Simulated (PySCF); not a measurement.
Level of theory: B3LYP-D3(BJ)/def2-TZVP run with PySCF. Gas-phase values, no solvent. B3LYP has the VWN-RPA correlation part, as in Gaussian. 

Reference species (SMILES): `B=[SiH]C` (neutral, multiplicity 1).

```json
{
  "HOMO": "-5.29 eV",
  "dipole_moment": "1.16 D"
}
```

Changed species: `[H]/B=C\[SiH3]`.

Give the shifts of the HOMO and dipole moment.

the HOMO falls by 1.52 eV, to -6.81 eV; the dipole moment decreases by 0.16 D, to 1.00 D.
